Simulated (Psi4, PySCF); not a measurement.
Input for PySCF:
```python
from pyscf import gto, scf, cc

mol = gto.M(
    atom='''
C     1.19670548    0.19800153   -0.25514348
N     0.15620289   -0.25883000    0.29860321
C    -1.19281822    0.05866004   -0.04418099
H     1.11956830    0.90336850   -1.07597570
H     2.18586447   -0.09844992    0.07041593
H     0.24717746   -0.92434630    1.07269205
H    -1.70467681    0.47811026    0.82533553
H    -1.23680754    0.76725567   -0.86945039
H    -1.72786969   -0.85409755   -0.31729306
''',
    basis='sto-3g',
    charge=1,
    verbose=4,
)

mf = scf.RHF(mol)
mf.kernel()

mycc = cc.CCSD(mf, frozen=3)
mycc.kernel()
et = mycc.ccsd_t()
print('E(CCSD(T)) = %.10f' % (mycc.e_tot + et))
```

### Question
Convert this to an input for Psi4.

### Answer
This is not unique; one that fits is 
```
memory 2 GB

molecule {
1 1
  C     1.19670548    0.19800153   -0.25514348
  N     0.15620289   -0.25883000    0.29860321
  C    -1.19281822    0.05866004   -0.04418099
  H     1.11956830    0.90336850   -1.07597570
  H     2.18586447   -0.09844992    0.07041593
  H     0.24717746   -0.92434630    1.07269205
  H    -1.70467681    0.47811026    0.82533553
  H    -1.23680754    0.76725567   -0.86945039
  H    -1.72786969   -0.85409755   -0.31729306
}

set basis sto-3g
set freeze_core true
set mp2_type conv
set scf_type pk
set puream true
set d_convergence 1e-8

energy('ccsd(t)')
print_variables()
```

Both were run: PySCF gave -132.043859 Eh and Psi4 -132.043859 Eh, 0.000 mEh apart.
